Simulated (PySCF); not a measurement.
Geometry (Å), atoms numbered from 1 in this order:
```xyz
5

B     0.2550    0.1667   -0.0632
Cl    1.9762    0.3272   -0.3367
Cl   -0.7862    1.5911   -0.1467
O    -0.2450   -1.0451    0.2064
H    -1.2000   -1.0399    0.3402
```

Calculated, not measured (PySCF 2.14.0 with density-fitted response routines): GIAO B3LYP/pcSseg-1 shieldings, structure optimised with PBE0-D3(BJ)/def2-SVP. Rapidly exchanging positions averaged, non-relativistic, no solvent model, one computed conformer.

Shifts are taken against calculated references (same method and geometry level): TMS for $^{1}$H (σ = 31.38 ppm); BF3·OEt2 for $^{11}$B (σ = 97.83 ppm); HCl for $^{35}$Cl (σ = 930.46 ppm); $^{17}$O (σ = 334.04 ppm) against H2O.

```tsv
atoms	nucleus	count	δ (ppm)
O4	$^{17}$O	1	?
H5	$^{1}$H	1	5.25
B1	$^{11}$B	1	?
Cl2/Cl3	$^{35}$Cl	2	150
```

**Question.** Complete the table.

**Answer.** 
- B1: 36.7 ppm, boron bonded to 2 Cl, O
- O4: 183.9 ppm, oxygen bonded to B, H

OH and NH positions are those of a molecule without intermolecular hydrogen bonds; in solution they move with solvent, concentration and temperature, and exchange usually removes their couplings. The averaged Cl atoms aren't alike in the static structure (σ from 772 to 788 ppm); the average presumes fast exchange among these sites. Experimental scales use liquid or dissolved standards, which lie at an offset from isolated H2O (liquid H2O: subtract about 36 ppm).
